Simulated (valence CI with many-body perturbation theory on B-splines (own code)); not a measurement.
# E1 transitions of Nd¹⁰⁺

Computed by configuration interaction combined with many-body perturbation theory (CI+MBPT): four valence electrons over a frozen Dirac-Fock core [Kr] 4d10, radial functions for each j: 8 s, 8 p, 9 d, 9 f, 6 g, 3 h, 2 i, with the one-electron correlation potential Σ1, the two-electron term Σ2, the three-electron term Σ3, Breit, model QED; selected CI, second order for the rest, scaled by the run's own slope (own B-spline code, finite nucleus).

No measured levels were compared; by estimate terms of the open shell hold to a few per cent of their energy, and close levels can change places; configurations with another count of f electrons can be misplaced by thousands of cm⁻¹. Core correlation moves these levels by up to 55000 cm⁻¹, and in measured spectra 5 to 20 % of such shifts remained as error; rates that hang on mixing are uncertain with them. Among the levels kept, up to 280 cm⁻¹ of a level comes from second order outside the variational space, and about a tenth of that is noise between levels of different J, which matters for small intervals.

Lines 1 to 50 of 251 in falling wavelength, among levels below 175840 cm⁻¹, chosen from the strongest by gf and those to the six lowest levels. Wavelengths and rates use the calculated energies, so an error of 2000 cm⁻¹ moves a line at 1018 Å by 2 % and its rate by three times that or more. Electric multipoles are in the length gauge, E1 and E2 with the static RPA response of the core. Weak lines are less certain than strong ones. Lines between different terms over intervals too small for the method are left out, as are lines whose strength nearly cancels. Where a level lies close to another of its J and parity, the split of strength between their lines is uncertain. The highest levels of a list are the least certain.

Names give the largest LS component (configuration and term), which can be under half, so a name can repeat, a term be missing and a line seem to break the LS rules; names also repeat where a configuration has a term twice. Letters in brackets count levels of one name in rising energy.

```csv
λ vac (Å),Upper,Lower,A (s⁻¹),log gf,Branch %
1018,4f2 5s 5p 3H°_5 [a],4f 5s2 5p 1G_4,1.62e+06,-2.56,0.4
979.3,4f2 5s 5p 5I°_4,4f 5s2 5p 1F_3,2.14e+06,-2.56,3.1
936.6,4f2 5s 5p 5G°_6,4f 5s2 5p 3G_5,3.90e+06,-2.18,1.2
930.3,4f 5s 5p2 5G°_2,4f 5s2 5p 3D_2,8.04e+06,-2.28,1.8
917.5,4f2 5s 5p 3H°_4 [b],4f 5s2 5p 1G_4,4.10e+06,-2.33,1.6
909.9,4f2 5s 5p 5D°_4 [a],4f 5s2 5p 3G_5,5.00e+06,-2.25,1.7
893.7,4f 5s 5p2 5G°_3,4f 5s2 5p 3F_4,5.41e+06,-2.34,1.2
889.4,4f2 5s 5p 5D°_4 [b],4f 5s2 5p 3G_5,2.65e+06,-2.55,0.7
886.0,4f2 5s 5p 3G°_3 [b],4f 5s2 5p 1G_4,3.70e+06,-2.52,0.8
874.1,4f 5s 5p2 5G°_2,4f 5s2 5p 1F_3,7.00e+06,-2.40,1.6
868.8,4f2 5s 5p 3H°_4 [b],4f 5s2 5p 3D_3,3.69e+06,-2.43,1.4
861.9,4f 5s 5p2 5G°_3,4f 5s2 5p 1F_3,3.93e+06,-2.51,0.9
852.0,4f2 5s 5p 3G°_5,4f 5s2 5p 3G_5,5.04e+06,-2.22,1.7
848.4,4f2 5s 5p 5D°_4 [b],4f 5s2 5p 3F_4,9.45e+06,-2.04,2.5
836.0,4f2 5s 5p 5D°_3,4f 5s2 5p 1F_3,4.71e+06,-2.46,1.3
835.9,4f2 5s 5p 3F°_2,4f 5s2 5p 3D_2,9.36e+06,-2.31,4.7
834.6,4f2 5s 5p 3H°_4 [a],4f 5s2 5p 1F_3,8.37e+06,-2.10,4.7
832.3,4f2 5s 5p 3H°_4 [b],4f 5s2 5p 3F_4,4.84e+06,-2.34,1.8
828.9,4f 5s 5p2 3G°_3,4f 5s2 5p 3D_3,1.17e+07,-2.07,2.5
819.8,4f2 5s 5p 5D°_4 [b],4f 5s2 5p 1F_3,6.93e+06,-2.20,1.8
814.3,4f2 5s 5p 3G°_5,4f 5s2 5p 3F_4,1.60e+07,-1.76,5.5
804.7,4f2 5s 5p 3H°_4 [b],4f 5s2 5p 1F_3,3.99e+06,-2.46,1.5
801.6,4f2 5s 5p 3G°_3 [a],4f 5s2 5p 1F_3,1.11e+07,-2.12,3.4
789.5,4f2 5s 5p 3I°_6 [b],4f 5s2 5p 3G_5,4.80e+06,-2.23,14.6
783.7,4f2 5s 5p 3H°_4 [c],4f 5s2 5p 1F_3,6.47e+06,-2.27,1.4
770.4,4f 5s 5p2 3G°_3,4f 5s2 5p 1F_3,1.37e+07,-2.07,3.0
768.6,4f2 5s 5p 3I°_5,4f2 5s2 1I_6,2.95e+06,-2.54,0.6
745.9,4f2 5s 5p 5I°_4,4f 5s2 5p 3G_4,4.21e+05,-3.50,0.6
737.2,4f2 5s 5p 5I°_4,4f 5s2 5p 3F_3,1.00e+04,-5.13,0.0
736.2,4f2 5s 5p 3D°_2,4f2 5s2 3P_1,1.45e+07,-2.23,17.0
734.1,4f2 5s 5p 3I°_6 [a],4f2 5s2 1I_6,7.05e+06,-2.13,1.6
734.0,4f2 5s 5p 3D°_3,4f2 5s2 3P_2,2.91e+07,-1.78,11.2
732.2,4f2 5s 5p 5I°_4,4f2 5s2 3H_5,8.26e+06,-2.22,12.1
730.4,4f2 5s 5p 5G°_2,4f2 5s2 3F_3,1.34e+07,-2.27,22.1
730.1,4f2 5s 5p 5I°_5,4f2 5s2 3H_6,7.37e+06,-2.19,9.9
729.2,4f2 5s 5p 3H°_5 [a],4f2 5s2 1G_4,3.62e+06,-2.50,0.9
726.6,4f2 5s 5p 5I°_5,4f 5s2 5p 3G_4,3.18e+05,-3.56,0.4
722.4,4f2 5s 5p 5S°_2,4f2 5s2 3P_2,1.09e+07,-2.37,6.4
720.5,4f2 5s 5p 5G°_2,4f2 5s2 3F_2,1.98e+07,-2.11,32.8
720.0,4f2 5s 5p 5G°_3,4f2 5s2 3F_4,1.74e+07,-2.02,14.9
716.1,4f2 5s 5p 5I°_4,4f2 5s2 3H_4,5.56e+07,-1.41,81.7
713.6,4f2 5s 5p 5I°_5,4f2 5s2 3H_5,5.16e+06,-2.36,6.9
712.4,4f2 5s 5p 5S°_2,4f2 5s2 3P_1,1.06e+07,-2.39,6.3
711.5,4f2 5s 5p 3H°_5 [a],4f2 5s2 3F_4,2.30e+07,-1.72,5.8
709.1,4f2 5s 5p 5H°_6,4f2 5s2 3H_6,4.76e+06,-2.33,6.2
707.2,4f2 5s 5p 5I°_4,4f 5s2 5p 3G_3,1.21e+06,-3.09,1.8
707.1,4f2 5s 5p 3G°_3 [b],4f2 5s2 1D_2,2.11e+07,-1.96,4.6
706.0,4f2 5s 5p 5G°_4,4f2 5s2 3F_3,5.66e+07,-1.42,82.5
705.6,4f2 5s 5p 5G°_3,4f2 5s2 3F_2,3.75e+07,-1.71,32.1
705.3,4f2 5s 5p 5H°_3,4f 5s2 5p 3G_4,2.17e+06,-2.95,0.9
```
